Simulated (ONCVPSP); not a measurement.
# What one change does to a pseudopotential (aluminium, ONCV)

* Element: Al (Z = 13)
* Generator: ONCVPSP 4.0.1
* Type: optimised norm-conserving Vanderbilt (ONCV)
* Functional: LDA (Perdew-Wang 92)
* Relativity: non-relativistic
* Frozen core: [Ne]
* Valence charge: 3
* Reference configuration: 3s1.75 3p1.25
* Partial waves: 3s: rc 1.95 bohr, ncon 4, nbas 7, qcut 3.1 1/bohr, 2 projectors, debl 1.4 Ha; 3p: rc 1.95 bohr, ncon 5, nbas 8, qcut 3.9 1/bohr, 3 projectors, debl 0.9 Ha
* Local potential: polynomial inside 1.45 bohr (lpopt 5, dvloc0 0 Ha)
* Core correction: Teter function, fcfact 2.75, rcfact 1.5

Change: core correction Teter function, fcfact 2.75, rcfact 1.96.

Cutoffs: the cutoffs (Ha) at which the residual kinetic energy of the hardest occupied pseudo-wave falls to 1 and 0.1 mHa per electron; they do not see the model core or the augmentation charge, which bear on the density cutoff. Errors are all-electron minus pseudo energies relative to the spin-unpolarised reference configuration.

**Question.** Predict the effect on cutoff, ghosts and configuration errors.

**Answer.** The potential gets neither clearly harder nor softer (6.1 Ha and 33 Ha → 6.1 Ha and 33 Ha); both files keep a bound ghost (p); of the 4 tests that both files solve, the error grows in 3 and shrinks in 0 by more than 15 % and 0.3 meV (median size 0.6 → 20.5 meV). A model core, the more so a compact one, raises the density cutoff, which this test does not measure.

```csv
quantity,base,changed
"cutoff, loose",6.1 Ha,6.1 Ha
"cutoff, tight",33 Ha,33 Ha
bound ghosts,p,p
GHOST(+) flags under 300 eV,s at 95.3 eV,s at 95.3 eV
"error for 3s2 3p1, meV [ΔE -1.26 eV]",0.0,-0.3
"error for 3s2 3p0, meV [ΔE 4.59 eV]",-0.4,-16
"error for 3s1 3p0, meV [ΔE 23.93 eV]",-4.2,-162
"error for 3s1 3p1, meV [ΔE 10.37 eV]",-0.9,-25
s: phases at 1.99 bohr within 0.05 rad from the reference energy up to (Ha; the scan ends near 5),2.8,2.8
p: phases at 1.99 bohr within 0.05 rad from the reference energy up to (Ha; the scan ends near 5),4.1,4.1
"rms error of d²Exc/dni dnj with the model core, mHa",0.39,3.44
```

Base: The cutoffs count occupied waves only; projector 2 of the p channel, the hardest unoccupied one, needs 52 Ha at the loose tolerance. Changed file: The cutoffs count occupied waves only; projector 2 of the p channel, the hardest unoccupied one, needs 52 Ha at the loose tolerance. A true bound ghost makes a file unfit for plane-wave use even where its test errors are small: the radial tests pick states by their node count and pass the ghost by.
